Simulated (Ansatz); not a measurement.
Basis sets compared for (NaH)4 cube (Na4H4). Charge 0, multiplicity 1. Geometry PBE-D4/def2-SVP. Ansatz on 4 threads of Arm Neoverse V1 on a shared host; times are rough, and most runs start from earlier orbitals.

Cartesian coordinates in Å:
```
Na 1.536 0.765 0.780
H 1.382 0.248 -1.379
Na 0.443 -1.670 -0.753
H 0.684 -1.193 1.407
Na -1.324 -0.237 1.320
H -0.462 1.743 0.786
Na -0.655 1.142 -1.348
H -1.603 -0.799 -0.814
```

```
           level  functions  energy (Eh)  HOMO (eV)  LUMO (eV)  wall time
 PBE-D4/def2-SVP         80    -650.8436      -4.43      -0.64      0.8 s
PBE0-D4/def2-SVP         80    -650.9115      -5.47      -0.12      1.2 s
```

Estimate the rows for PBE-D4/def2-TZVP, PBE0-D4/def2-TZVP.


```
            level  functions  energy (Eh)  HOMO (eV)  LUMO (eV)  wall time
 PBE-D4/def2-TZVP        152    -651.0911      -4.46      -0.72      1.6 s
PBE0-D4/def2-TZVP        152    -651.1552      -5.50      -0.21      1.9 s
```
